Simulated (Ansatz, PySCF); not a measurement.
C4H7F, SMILES C/C=C(\C)F.

Geometry optimised at ωB97X-D3(BJ)/def2-SVP.

Vertical ionisation energy (IE) and electron affinity (EA) in eV. Rows of orbital energies are one-electron estimates. Where ΔSCF, EOM or ADC give a negative EA the extra electron is unbound and the value depends on the basis.

```tsv
level	IE	EA
−ε(HOMO), −ε(LUMO), B3LYP/def2-TZVP (PySCF)	6.64	-0.48
−ε(HOMO), −ε(LUMO), PBE/def2-TZVP (PySCF)	5.64	0.28
ΔSCF, CAM-B3LYP/def2-SVPD (Ansatz), final states of multiplicity 2 and 2	9.22	-1.97
ΔSCF, PBE/def2-SVPD (Ansatz), final states of multiplicity 2 and 2	8.99	-1.71
```

Task: What vertical singlet–triplet gap does ΔSCF give with CAM-B3LYP/def2-SVPD (Ansatz, a program for electronic structure) and with PBE/def2-SVPD (Ansatz)? (An estimate is asked for; the answer gives what the named calculation found.)

Result: 4.33 and 4.37 eV (triplet above singlet where positive).
